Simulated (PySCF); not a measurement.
**MTl for M along the third period**

PBE with double-zeta basis sets in PySCF, for the lowest determinant that a PBE0 search found; no spin–orbit coupling. De refers to high-spin ground-configuration atoms. A positive dipole means M(−)Tl(+).

```tsv
M	basis	state (unpaired electrons)	Re (Å)	ωe (cm⁻¹)	De (eV)	μ (D)
Na	def2-SVP	singlet (closed shell)	3.290	128	0.87	-0.71
Mg	def2-SVP	doublet (π ↑)	3.024	149	0.49	-0.52
Al	def2-SVP	triplet (σ ↑, π ↑)	2.963	171	1.46	0.98
Si	def2-SVP	quartet (σ ↑, π ↑↑)	2.707	224	2.37	2.23
P	def2-SVP	triplet (π ↑↑)	2.763	227	1.97	2.41
S	def2-SVP	doublet (π ↑)	2.635	264	3.17	3.08
Cl	def2-SVP	singlet (closed shell)	2.537	289	4.50	3.84
```

The shortest bond is that of TlCl (2.537 Å), the longest that of NaTl (3.290 Å). TlCl is bound most strongly (4.50 eV) and MgTl least (0.49 eV).

The state changes along the series, so neighbouring rows are not always alike in their bonding.

Closed-shell solutions of metal pairs were not tested for spin polarisation, which can lower them a little. Weak bonds: MgTl. Basis-set superposition, not corrected here, can be much of De in a small basis, most of all at correlated wavefunction levels. Functionals without a dispersion term scatter widely for such bonds, and LDA overbinds them. Spin–orbit coupling is left out, which matters for elements this heavy, above all for dissociation energies. States were picked by a PBE0 search and need not be the measured ground states.
